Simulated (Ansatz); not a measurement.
**Relative stability**

Two relaxed structures of CH$_{3}$NTe, closed shell (PBE0-D4/def2-TZVP; forces vanish, vibrations not checked).

A:

```json
{"atom": "C1", "x (Å)": "-0.1688", "y (Å)": "-0.0362", "z (Å)": "-0.5212"}
{"atom": "N2", "x (Å)": "0.1838", "y (Å)": "0.7329", "z (Å)": "0.5967"}
{"atom": "Te3", "x (Å)": "1.3813", "y (Å)": "-1.0359", "z (Å)": "0.6037"}
{"atom": "H4", "x (Å)": "-1.1187", "y (Å)": "-0.5629", "z (Å)": "-0.5522"}
{"atom": "H5", "x (Å)": "0.2138", "y (Å)": "0.3228", "z (Å)": "-1.4703"}
{"atom": "H6", "x (Å)": "-0.4914", "y (Å)": "0.5794", "z (Å)": "1.3431"}
```

B:

C1  (0.156, 0.022, 0.567)
N2  (-0.415, 0.057, -0.627)
Te3  (2.020, -0.563, 0.973)
H4  (-1.364, 0.365, -0.756)
H5  (0.110, -0.233, -1.438)
H6  (-0.498, 0.356, 1.370)
(Å)

Program: Ansatz 0.2.0. Basis: def2-TZVPP. Cores are frozen in the correlated methods. Filled d shells of the heavier atoms are correlated. Core potentials replace the inner electrons of the atoms past krypton. The def2 sets are not built for correlating such inner shells, so the correlated values are less sure here. B3LYP uses VWN-RPA correlation.

Question: Which structure is lower at CCSD(T), and by how much? (Judge from chemistry; the value comes from the calculation.)

Answer: The calculation gives: B, by 0.729 eV (electronic energy, against the other). By their contacts, A is CH₃NTe ([CH2]1[NH][Te]1) and B is CH₃NTe ([NH2][CH][Te]).

All methods give the same order:

| method | E(B) − E(A) (eV) |
| --- | --- |
| PBE-D4 | -0.817 |
| r2SCAN-D4 | -0.862 |
| PBE0-D4 | -0.832 |
| B3LYP-D4 | -0.902 |
| wB97M-V | -0.809 |
| HF | -1.106 |
| MP2 | -0.627 |
| CCSD | -0.766 |
| CCSD(T) | -0.729 |

No T1 diagnostic of these runs exceeds 0.022. The restricted Hartree–Fock reference is unstable towards an unrestricted one at one or more of these structures.

Labels in which every atom is bracketed show which atoms are joined, not bond orders.

For scale, one of the runs: CCSD(T)/def2-TZVPP, 154 basis functions, launched by `ansatz run in.yaml --threads 2 --pin off --events-out ev --progress --plain --max-ram 4352MiB`. Time: 40 s of wall clock on 2 CPU threads of an Arm Neoverse V1; the host was shared. Peak host memory: 1.2 GiB.
